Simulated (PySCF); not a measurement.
Gas-phase reaction: 2 In(CH3)2NH2 + 4 CH3 + C4H8 (trans-2-butene) = 2 In(CH3)3 + 2 (CH3)3N

Method: PySCF energies plus ideal-gas RRHO corrections (1 bar). † marks an energy on the PBE0/def2-TZVP geometry and frequencies. MP2 freezes the core. Open shells (unrestricted): CH3 (multiplicity 2); the rest are closed-shell singlets. B3LYP is the form with VWN-RPA correlation. In: scalar-relativistic def2 core potential, no spin-orbit coupling. Methyl groups turn as free rotors in In(CH3)2NH2, In(CH3)3. In(CH3)2NH2: computed as isolated molecules; such fragments, hydroxides, amides, oligomers or adducts are transient or little studied in the gas. MP2 isn't extrapolated to the basis-set limit; its ΔH°(298 K) is -629.4 kJ in def2-SVP and -613.7 kJ in def2-TZVPP. The harmonic model lacks anharmonicity and excited electronic states, which grow with temperature; levels with a mode under 35 cm⁻¹ are left out. Internal rotation in C4H8 (trans-2-butene), (CH3)3N is treated as a harmonic vibration of one conformer, which makes the entropy rough. Soft modes under 120 cm⁻¹ make the harmonic entropy rough for In(CH3)2NH2, In(CH3)3.

```
level               ΔE electronic, kJ  ΔH°(298 K), kJ  ΔS°(298 K), J/K  ΔG°(1400 K), kJ
------------------  -----------------  --------------  ---------------  ---------------
B3LYP/def2-TZVP†                 -592            -531             -509              215
BLYP/def2-TZVP†                  -568            -506             -509              240
MP2/def2-TZVPP†                  -675            -614             -509              132
PBE0/def2-SVP†                   -716            -655             -509               91
r2SCAN/def2-TZVP†                -591            -530             -509              217
ωB97X-V/def2-TZVP†               -690            -629             -509              118
```
ΔH° is lowest at PBE0/def2-SVP† and highest at BLYP/def2-TZVP†. No reference value is set beside these.
